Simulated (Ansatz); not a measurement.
`[NH3+][Cu-][Cl]`, relaxed with RKS PBE0-D4/def2-TZVP in the Gaussian-basis code of Ansatz from a PBE-D4/def2-SVP geometry. The force threshold is 0.005 eV/Å; the program also tests the step.

Total charge 0; spin multiplicity 1.

Start:

```xyz
6

N    -0.204    0.101   -0.763
Cu    0.288   -0.138    1.089
Cl    0.827   -0.408    3.091
H     0.221   -0.614   -1.372
H     0.092    1.016   -1.135
H    -1.224    0.042   -0.910
```

(1) By how much does the energy fall, and how many steps does the optimiser take? (An estimate is asked.)

(2) Which bonds change most? (An estimate is asked.)

(3) Give the relaxed structure. (Estimate.)

Answers

(1) Ansatz gave: 1.72 kJ/mol, in 3 steps.

(2) Ansatz gave: N1–H5 from 1.031 to 1.015 Å; N1–H6 from 1.031 to 1.015 Å; N1–H4 from 1.031 to 1.015 Å; Cu2–Cl3 from 2.090 to 2.081 Å.

(3) Computed: 
```xyz
6

N    -0.207    0.101   -0.774
Cu    0.289   -0.141    1.084
Cl    0.821   -0.403    3.079
H     0.217   -0.607   -1.366
H     0.092    1.007   -1.123
H    -1.212    0.043   -0.901
```
